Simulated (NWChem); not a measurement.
System: CdHSF; SMILES [F][Cd][SH]

Here is an NWChem input.

```
start job
memory heap 200 mb stack 900 mb global 1100 mb
geometry units angstroms
  Cd    -0.495716     0.084762     0.000000
  F     -0.642199     2.025343     0.000000
  S     -0.345947    -2.247944     0.000000
  H      1.018293    -2.216948     0.000000
end
basis spherical
  Cd library def2-svp
  F library def2-svp
  S library def2-svp
  H library def2-svp
end
ecp
  Cd library def2-ecp
end
dft
  xc slater vwn_5
  iterations 150
end
driver
  maxiter 120
end
task dft optimize
dft
  grid fine
  convergence energy 1d-8 density 1d-7
end
task dft freq numerical
```

def2 effective core potentials on Cd; no spin-orbit coupling.

The level has its own optimisation; frequencies are unscaled.

Give the results of this calculation. (LDA (Slater exchange, VWN5)/def2-SVP with def2 effective core potentials on Cd.) Quantities: r Cd–F (Å); r Cd–S (Å); r H–S (Å); highest harmonic frequency (cm⁻¹); lowest (cm⁻¹); zero-point energy (kcal/mol).


```json
{
 "r Cd–F (Å)": "1.909",
 "r Cd–S (Å)": "2.286",
 "r H–S (Å)": "1.367",
 "highest harmonic frequency (cm⁻¹)": "2603",
 "lowest (cm⁻¹)": "117",
 "zero-point energy (kcal/mol)": "6.4"
}
```
